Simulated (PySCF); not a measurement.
C5H8OS2 (charge +1 and doublet state).
Structure used (GFN2-xTB), in Å, numbered top down from 1:
```
atom  x, y, z in Å
C1    -2.554    0.827   -0.724
S2    -1.235    0.734    0.525
O3    -1.697   -0.159    1.560
C4     0.022   -0.446   -0.508
C5     1.014   -0.997    0.489
C6     2.276   -0.241    0.331
C7     2.331    0.555   -0.745
S8     0.888    0.533   -1.706
H9    -2.158    1.238   -1.647
H10   -3.321    1.493   -0.335
H11   -2.993   -0.154   -0.879
H12   -0.652   -1.164   -0.966
H13    1.203   -2.063    0.301
H14    0.627   -0.954    1.513
H15    3.087   -0.357    1.031
H16    3.154    1.163   -1.070
```

The hyperfine couplings belong to this conformer and change with its torsions.

As a line formula: `[C@@H]1([S@@](C)=O)CC=C[S+]1` [radical] (charge +1).

Theory: UKS B3LYP, pcH-1 on C H O S, non-relativistic, mean-field spin-orbit, GIAO (PySCF 2.14.0). One conformer (not necessarily the lowest) at the GFN2-xTB geometry, without solvent, vibrations or thermal averaging. The geometry wasn't refined by DFT: couplings that depend on bond lengths, twists or pyramidal angles can differ widely from those at the functional's own minimum, by a factor of two or more for some ions and for spin on atoms past the first row. The SCF solution wasn't tested for stability.

**Question.** Match the computed a_iso(33S) values -17.2, +13.3 MHz with the sites S2; S8.

**Answer.** 
```json
{"site": "S2", "a_iso (MHz)": "-17.2", "ρ(0) (bohr⁻³)": "-0.0506", "position": "2 bonds from S8", "distance from S8 (Å)": "3.09", "spin population": "+0.11", "largest |T| (MHz)": "29.8"}
{"site": "S8", "a_iso (MHz)": "+13.3", "ρ(0) (bohr⁻³)": "+0.0394", "position": "largest spin population", "distance from S8 (Å)": "0.00", "spin population": "+0.38", "largest |T| (MHz)": "76.0"}
```

**Question.** The isotropic 1H couplings, averaged over equivalent nuclei, are +99.2, +48.9, +41.7, -16.6, +7.1, -1.9 MHz. Assign them to H9/H10/H11; H12; H13; H14; H15; H16.

**Answer.** 
```tsv
site	a_iso (MHz)	ρ(0) (bohr⁻³)	position	distance from S8 (Å)	bound to	spin population there	largest |T| (MHz)
H9/H10/H11	+7.1	+0.0016	4 bonds from S8	3.90	C1	-0.01	2.4
H12	+41.7	+0.0093	2 bonds from S8	2.41	C4	+0.01	4.8
H13	+99.2	+0.0222	2 bonds from C6	3.30	C5	-0.02	4.2
H14	+48.9	+0.0109	2 bonds from C6	3.56	C5	-0.02	3.5
H15	-16.6	-0.0037	1 bond from C6	3.62	C6	+0.24	11.0
H16	-1.9	-0.0004	2 bonds from C6	2.44	C7	-0.02	3.7
```

ρ(0) is the spin density at the nucleus and T the dipolar tensor; a_iso includes a spin–orbit part; entries for several nuclei are means. Largest spin populations (Mulliken): S8 (+0.38), C6 (+0.24), O3 (+0.22) and S2 (+0.11). Three atoms exceed +0.15. Main spin sites, with 60 % or more of the largest population: C6, S8; positions count bonds from the nearest.

β density exceeds α density at some nuclei, such as S2 (-0.0506), C4 (-0.0229) and C5 (-0.0109), spin density in bohr⁻³. In a single determinant that takes different orbitals for the two spins, that is spin polarisation.

Nuclei that the bonding pattern makes equivalent are averaged, as if the motion that swaps them (rotation, inversion, ring flip) were fast. The three 1H nuclei of mean +7.1 MHz run from -0.2 to 13.7 MHz in the frozen geometry.

The SMILES `C[S@@](=O)[C@@H]1CC=C[S+]1` draws the unpaired electron on S8, whose computed spin population is only +0.38.

Time: 2.1 min (grids of density and orbitals included); peak memory 1.0 GiB. Hardware: one thread of an Arm Neoverse V2, no GPU, shared host with 96 logical CPUs at a one-minute load of 27.
